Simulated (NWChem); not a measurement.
MgH$_{2}$SO; SMILES [SH][Mg][OH]

```xyz
5

Mg     0.0232    -0.5914     0.0008
O      0.0108    -2.3870    -0.0634
H      0.0094    -3.0465     0.6369
S      0.0575     1.7144    -0.0083
H     -1.2937     1.8100    -0.0068
```
Atoms are numbered in this order, from 1.

Results from NWChem. The geometry was optimised at B3LYP/6-31G* (spherical d). Vertical excitations in the gas phase; the lowest state need not have the same character in each row.

Q: Order these by “lowest excitation, singlet (eV)”, lowest first: Hartree-Fock/aug-cc-pVDZ, CIS; PBE/aug-cc-pVDZ, TDA; B3LYP/aug-cc-pVDZ, TDA.

A: PBE/aug-cc-pVDZ, TDA (3.93), B3LYP/aug-cc-pVDZ, TDA (4.22), Hartree-Fock/aug-cc-pVDZ, CIS (5.37)
